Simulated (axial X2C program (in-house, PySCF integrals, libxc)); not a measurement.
**Outer orbitals of PI⁻ at 2.504 Å, PBE0**

All values were computed with an axial X2C code built on PySCF integrals. Spin-free means the one-electron spin-free X2C Hamiltonian; two-component (2c) means X2C with spin–orbit coupling and atomic mean-field two-electron Coulomb and Gaunt terms, so the difference of the two also holds small scalar two-electron terms. Basis: I dyall-acv3z [12s13p9d5f1g], P dyall-av3z [9s8p3d2f] (cores contracted in-house); Gaussian nuclei, density fitting, unrestricted open shells. Masses: I 126.904 u, P 30.974 u.

The distance is close to the 2c PBE0 minimum; the highest filled and lowest empty levels are listed.

Spin-free orbitals, state M_S = 1/2, Λ = 1 (beyond evenly filled blocks: π+α, π+β, π-α) (Löwdin shares):

| symmetry | occupied | ε (eV) | atomic character |
| --- | --- | --- | --- |
| σα | yes | -14.41 | 72% I s, 9% P s, 8% P p |
| σβ | yes | -14.30 | 74% I s, 8% P p, 7% P s |
| σα | yes | -9.74 | 65% P s, 18% I p, 9% I s |
| σβ | yes | -8.85 | 64% P s, 21% I p, 7% I s |
| σα | yes | -3.69 | 52% I p, 34% P p, 9% P s |
| σβ | yes | -3.48 | 50% I p, 33% P p, 12% P s |
| π+α | yes | -3.24 | 78% I p, 15% P p, 4% P d |
| π-α | yes | -3.24 | 78% I p, 15% P p, 4% P d |
| π+β | yes | -3.10 | 82% I p, 10% P p, 5% P d |
| π-β | yes | -2.97 | 84% I p, 8% P p, 5% P d |
| π+α | yes | -0.42 | 74% P p, 11% I p, 9% I d |
| π-α | yes | -0.42 | 74% P p, 11% I p, 9% I d |
| π+β | yes | 0.39 | 77% P p, 10% I d, 8% I p |
| π-β | no | 2.29 | 78% P p, 12% I d, 5% I p |
| σα | no | 2.85 | 46% P p, 36% I p, 7% I d |
| σβ | no | 2.94 | 47% P p, 38% I p, 6% I d |
| σα | no | 3.78 | 42% P s, 24% I s, 22% I p |

The highest filled level is positive, so this functional does not bind it, and the empty levels of an anion are set by the basis.

Spinors with spin–orbit coupling (state Ω = 3/2):

| ω | occupied | ε (eV) | atomic character | λ mixture |
| --- | --- | --- | --- | --- |
| 1/2 | yes | -14.42 | 72% I s, 9% P s, 8% P p | 100% σ |
| -1/2 | yes | -14.31 | 74% I s, 8% P p, 7% P s | 100% σ |
| 1/2 | yes | -9.72 | 65% P s, 18% I p, 9% I s | 100% σ |
| -1/2 | yes | -8.84 | 63% P s, 22% I p, 7% I s | 100% σ |
| 1/2 | yes | -3.96 | 64% I p, 24% P p, 6% P s | 67% σ, 33% π |
| -1/2 | yes | -3.88 | 68% I p, 19% P p, 6% P s | 54% π, 46% σ |
| 1/2 | yes | -3.17 | 71% I p, 20% P p, 4% P d | 67% π, 33% σ |
| -1/2 | yes | -3.16 | 62% I p, 27% P p, 6% P s | 54% σ, 46% π |
| 3/2 | yes | -2.99 | 76% I p, 17% P p, 4% P d | 100% π |
| -3/2 | yes | -2.69 | 83% I p, 9% P p, 5% P d | 100% π |
| -1/2 | yes | -0.45 | 76% P p, 9% I p, 9% I d | 100% π |
| 3/2 | yes | -0.32 | 71% P p, 13% I p, 9% I d | 100% π |
| 1/2 | yes | 0.36 | 79% P p, 10% I d, 6% I p | 100% π |
| -3/2 | no | 2.34 | 77% P p, 12% I d, 5% I p | 100% π |
| 1/2 | no | 2.86 | 45% P p, 37% I p, 7% I d | 100% σ |
| -1/2 | no | 2.96 | 46% P p, 39% I p, 6% I d | 100% σ |
| 1/2 | no | 3.77 | 40% P s, 25% I s, 22% I p | 100% σ |

The highest filled level is positive, so this functional does not bind it, and the empty levels of an anion are set by the basis.

Q: How does the gap between the highest filled and lowest empty level change from the spin-free to the 2c table?

A: From 1.90 to 1.98 eV at PBE0, a change of 0.08 eV.

Mulliken charges and populations of the two-component result (they depend on the basis, above all on diffuse functions):

I -0.20 e (s 9.90 p 23.19 d 20.10 f 0.01), P -0.80 e (s 6.01 p 9.70 d 0.08 f 0.01). ⟨Lz⟩ = 1.00 ħ and ⟨Sz⟩ = 0.50 ħ (0.02 and 0.48 on the two atoms), which add up to Ω.

Occupations by symmetry block were frozen at the best pattern of an incomplete PBE0 search. Density functionals use the spin component along the axis (collinear). The functionals have no current-density term, which raises determinants with orbital currents, atoms included. The highest occupied level of some functionals is positive through self-interaction error; at Hartree–Fock it is bound.
